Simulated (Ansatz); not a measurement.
Consider the ligand exchange at the Sn–O bond: `[OH][Sn]([OH])([F])[Cl]` + CH₃OH → `C[O][Sn]([OH])([F])[Cl]` + H₂O.

Isolated molecules relaxed with PBE0-D4/def2-TZVP in Ansatz; ΔE leaves out vibrations. CCSD(T)/CBS is the MP2 limit (def2-TZVPP, def2-QZVPP) plus CCSD(T) − MP2 in def2-TZVPP, frozen cores. This one scheme is used for every species. DFT in def2-TZVPP. B3LYP here is the variant with VWN-RPA as its local correlation; programs differ in this. def2 core potentials past Kr. For Sn outer-core shells are correlated without core-valence functions, which leaves a few kJ/mol of doubt a bond. Each species was taken in one conformer, which may not be the lowest.

`[OH][Sn]([OH])([F])[Cl]`:

Cartesian coordinates in Å:
```
O -0.818 -0.350 -1.382
Sn 0.309 0.211 0.085
O -0.712 0.144 1.718
F 1.761 -1.019 0.142
Cl 1.222 2.288 -0.142
H -0.329 -0.784 -2.088
H -1.434 -0.490 1.668
```

CH₃OH:

Cartesian coordinates in Å:
```
C -0.308 -0.151 0.096
O 0.637 0.427 -0.775
H -1.183 -0.403 -0.504
H -0.625 0.540 0.887
H 0.062 -1.072 0.563
H 1.417 0.660 -0.267
```

`C[O][Sn]([OH])([F])[Cl]`:

Z-matrix (Å, degrees):
```
C
O 1 1.418
H 1 1.095 2 111.9
H 1 1.095 2 112.0 3 122.6
H 1 1.092 2 107.1 3 -118.8
Sn 2 1.931 1 121.6 3 -62.5
F 6 1.903 2 108.1 1 59.4
O 6 1.927 2 108.3 1 178.1
Cl 6 2.286 2 113.7 1 -57.7
H 8 0.962 6 112.0 2 -15.6
```

H₂O:

Cartesian coordinates in Å:
```
O 0.081 -0.092 -0.369
H -0.605 0.499 -0.052
H 0.524 -0.407 0.421
```

```csv
level,ΔE (kcal/mol)
PBE0-D4,0.5
ωB97M-V,0.6
B2PLYP,0.7
r2SCAN,0.8
B3LYP,1.4
HF/def2-TZVPP,1.7
HF/def2-QZVPP,1.5
MP2/CBS(def2),-1.0
```

Problem. What does CCSD(T)/CBS give? (An estimate is asked.)

Solution. The calculation gave: -0.7 kcal/mol. The listed levels differ from it by 1.2, 1.3, 1.4, 1.5, 2.1, 2.4, 2.2, -0.3 kcal/mol.

Largest T1 diagnostic among the species: 0.014.

In def2-TZVPP, CCSD(T) changes the Hartree–Fock value by −1.8 kcal/mol (the triples alone add −0.3 kcal/mol) and MP2 by −2.1 kcal/mol. The D4 term adds −1.3 kcal/mol with B3LYP and −0.8 kcal/mol with PBE0; it sums over pairs of atoms, weighted by their polarisabilities, and B3LYP, whose exchange is more repulsive, gets the larger term.
